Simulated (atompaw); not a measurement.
# What one change does to a pseudopotential (F, PAW (atompaw))

F, PAW, made with atompaw 4.2.0.5 (PBE, scalar-relativistic). Core [He], reference 2s1 2p6. Waves: 2s (bound); 2s channel at 0.35 Ry; 2p (bound); 2p channel at 1.85 Ry. Local part: vpsmatchnc scheme with l = 2 at 0 Ry, radius 0.75 bohr. Core correction: smooth core density matched at 0.80 bohr. Augmentation charge: besselshape compensation charge, radius 1.15 bohr; PAW radius 1.15 bohr; waves and projectors: bloechl.

Change: waves 2s (bound): rc 0.80 bohr; 2s channel at 0.35 Ry: rc 0.80 bohr; 2p (bound): rc 1.15 bohr; 2p channel at 1.85 Ry: rc 1.15 bohr; augmentation besselshape compensation charge, radius 1.15 bohr; PAW radius 1.15 bohr; waves and projectors: custom polynom2 7 10 vanderbiltortho.

Cutoffs: the cutoffs (Ry, on a coarse ladder) from which the occupation-weighted sum of valence levels, in a spherical-Bessel basis at the reference potential, stays within 10 and 1 mRy of its value at 400 Ry; they do not see the model core or the augmentation charge, which bear on the density cutoff.

Q: What does the change do?

A: The range in which the s phases agree widens (upper end 2.0 → at the end of the scan); neither file shows a bound ghost.

| quantity | base | changed |
| --- | --- | --- |
| cutoff, loose | 160 Ry | 260 Ry |
| cutoff, tight | 260 Ry | over 300 Ry |
| loose cutoff by channel (10 mRy a level) | s 30 Ry, p 70 Ry | s 21 Ry, p 30 Ry |
| bound ghosts | none | none |
| s: phases at 1.15 bohr within 0.05 rad from the reference energy up to (Ry; the scan ends near 5) | 2.0 | to the end of the scan |
| p: phases at 1.15 bohr within 0.05 rad from the reference energy up to (Ry; the scan ends near 5) | to the end of the scan | to the end of the scan |
| lowest overlap eigenvalue by channel | s 0.01, p 0.04 | s 0.23, p 0.88 |

 The cutoffs see the waves, projectors and local potential, not the compensation charge or the core.
